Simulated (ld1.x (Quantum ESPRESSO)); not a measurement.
# tin, PAW: configuration errors across variants

Sn (Z = 50), PAW, made with ld1.x (Quantum ESPRESSO) 7.5 (PBEsol, scalar-relativistic). Core [Ar] 3d10, reference 4s2 4p6 4d10 5s2 5p1 (charge +1). Waves: 4s (bound): rcut 1.40, rcutus 1.50 bohr; 5s (bound): rcut 1.40, rcutus 1.50 bohr; 4p (bound): rcut 1.15, rcutus 1.45 bohr; 5p (bound): rcut 1.15, rcutus 1.45 bohr; 4d (bound): rcut 0.95, rcutus 1.10 bohr; 4d channel at -0.9 Ry: rcut 0.95, rcutus 1.10 bohr. Local part: all-electron potential smoothed inside 1.40 bohr (lloc = -1). Core correction: a·sin(br)/r model core, default radius (ld1.x builds one for every PAW set, though the input has nlcc=.false.). Augmentation charge: BESSEL, radius 0.85 bohr.

All-electron excitation energies from the reference (eV): (1) 4s2 4p6 4d10 5s2 5p2 -6.898; (2) 4s2 4p6 4d10 5s2 5p0 13.972; (3) 4s2 4p6 4d10 5s1 5p0 44.986; (4) 4s1 4p6 4d10 5s2 5p2 135.105; (5) 4s2 4p6 4d10 5s2 5p1.5 -4.272; (6) 4s2 4p6 4d9 5s2 5p2 25.753; (7) 4s2 4p6 4d10 5s2 5p2.3 -7.750.

The overlap operator is not positive definite (basis up to 400 Ry) in “base”, “waves 4p (bound): rcut 1.15, rcutus 1.46 bohr; 5p (bound): rcut 1.15, rcutus 1.46 bohr”. Such files are unfit for use, however small their errors in these radial tests.

3 further variants failed, have other tests or too few solved ones, and are left out.

Errors AE − PS in meV (a dash: test not solved or not reliable):

| change | (1) | (2) | (3) | (4) | (5) | (6) | (7) | bound ghosts |
| --- | --- | --- | --- | --- | --- | --- | --- | --- |
| base | +1.3 | -3.6 | -11 | +123 | +0.5 | +72 | +1.9 | not determined (overlap not positive) |
| waves 4p (bound): rcut 1.15, rcutus 1.46 bohr; 5p (bound): rcut 1.15, rcutus 1.46 bohr | +0.4 | -3.7 | -12 | +71 | +0.3 | +55 | +0.6 | not determined (overlap not positive) |
| waves 4p (bound): rcut 1.15, rcutus 1.66 bohr; 5p (bound): rcut 1.15, rcutus 1.66 bohr | – | – | – | – | – | – | – | none |

Give the same row for: waves 4p (bound): rcut 1.15, rcutus 1.84 bohr; 5p (bound): rcut 1.15, rcutus 1.84 bohr.

+3.0, -4.7, -10.0, -49, +1.7, +6.1, +3.6; bound ghosts: none.
